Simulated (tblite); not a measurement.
C4H4Cl3 (doublet state).
SMILES with atom numbers: `[CH2:1]/[CH:2]=[CH:3]/[C:4]([Cl:5])([Cl:6])[Cl:7]` (hydrogens: H8, H9 on C1; H10 on C2; H11 on C3)

A start from a force field or distance geometry was refined with GFN2-xTB geometry optimisation, gas phase (tblite). Values at the start:

| coordinate | start |
| --- | --- |
| C1–C2 | 1.420 Å |
| C1–H8 | 1.085 Å |
| C1–H9 | 1.088 Å |
| C2=C3 | 1.345 Å |
| C2–H10 | 1.103 Å |
| C3–C4 | 1.496 Å |
| C3–H11 | 1.098 Å |
| C4–Cl5 | 1.780 Å |
| C4–Cl6 | 1.791 Å |
| C1–C2–C3 | 123.8° |
| C2–C3–C4 | 130.4° |
| C3–C4–Cl5 | 108.8° |
| C3–C4–Cl6 | 113.4° |
| Cl5–C4–Cl6 | 108.1° |
| Cl5–C4–Cl7 | 109.1° |
| C2–C3–C4–Cl5 | 120° |

How do these coordinates change at the GFN2-xTB level?

```
  coordinate  GFN2-xTB (Å or °)  change
       C1–C2              1.366  -0.054
       C2=C3              1.383  +0.038
       C3–C4              1.461  -0.035
      C4–Cl5              1.809  +0.029
      C4–Cl6              1.762  -0.029
      C2–H10              1.081  -0.022
      C3–H11              1.080  -0.018
       C1–H9              1.074  -0.014
       C1–H8              1.076  -0.009
    C2–C3–C4              125.8    -4.6
  Cl5–C4–Cl7              106.3    -2.8
   C3–C4–Cl6              114.8    +1.4
   C3–C4–Cl5              109.8    +1.0
    C1–C2–C3              123.1    -0.7
  Cl5–C4–Cl6              107.9    -0.2
C2–C3–C4–Cl5                122      +2
```

The energy falls by 3.3 kcal/mol over 27 L-BFGS steps, the largest force on an atom goes from 2.61 to 0.008 eV/Å, and the atoms move by 0.058 Å rms after alignment. The bond that changes most is C1–C2 (ends: carbon bonded to C and 2 H; carbon bonded to 2 C and H), which shortens by 0.054 Å. Bonds longer at the end by more than 0.005 Å: 3 of 10; shorter: 7. Rotational constants go from 1695, 987.1, 981.2 to 1732, 996.2, 993.4 MHz.

Hardware: Arm Neoverse N1, one thread (shared host). Cost: 0.3 s.

Its lowest GFN2-xTB frequency is 5 cm⁻¹, too small to tell a flat minimum from a shallow saddle.

The values belong to the conformer `[CH2:1]/[CH:2]=[CH:3]/[C:4]([Cl:5])([Cl:6])[Cl:7]`: C2–C3–C4–Cl5 122°.

All values are computed, not measured.
